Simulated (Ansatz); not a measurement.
## A correction line for PBE0-D4/def2-TZVPP: vertical ionisation energy

The vertical ionisation energy (cation less neutral) in eV of 7 S-containing molecules: x at PBE0-D4/def2-TZVPP, y at CCSD(T)/def2-TZVPP. Shapes, held fixed at every level: PBE0-D4/def2-TZVP. Flexible molecules stand in one conformer, not always the lowest. Programs: Ansatz 0.2.0.

| molecule | x (eV) | y (eV) |
| --- | --- | --- |
| S8 (cyclooctasulfur) | 9.19 | 9.33 |
| CH4S (methanethiol) | 9.33 | 9.37 |
| C2H4OS (SMILES O=S1CC1) | 9.55 | ? |
| InH3(SH2) | 9.78 | 9.98 |
| SF2 (sulfur difluoride) | 10.12 | 10.11 |
| S2F2 (Thio-thionyl fluoride) | 10.51 | 10.48 |
| HBS (hydrogen boron sulfide) | 11.13 | 11.14 |

Question: Fit y = c + s·x to the known rows and predict y for C2H4OS.

Answer: 
1. Means of the 6 rows: x = 10.0100, y = 10.068.
2. Σ(Δx)² = 2.7042, Σ(Δx·Δy) = 2.5113, so the slope is 2.5113/2.7042 = 0.92867.
3. Intercept: 10.068 − (0.92867) × 10.0100 = 0.772. The largest residual of the fit is 0.13.
4. C2H4OS: 0.772 + 0.92867 × 9.55 = 9.64 eV.

CCSD(T)/def2-TZVPP gives 9.59 eV, so the prediction is off by +0.05 eV, within the largest residual. Uncorrected, PBE0-D4/def2-TZVPP misses C2H4OS by -0.04 eV, and the other rows by 0.07 on average. The line makes this one worse. Left out in turn, the other rows are missed by 0.09 eV on average, worse than no correction. Cations run unrestricted. For atoms past krypton def2 sets carry core potentials with scalar relativity. Outer-core shells of In are correlated, in sets that cover them unevenly.
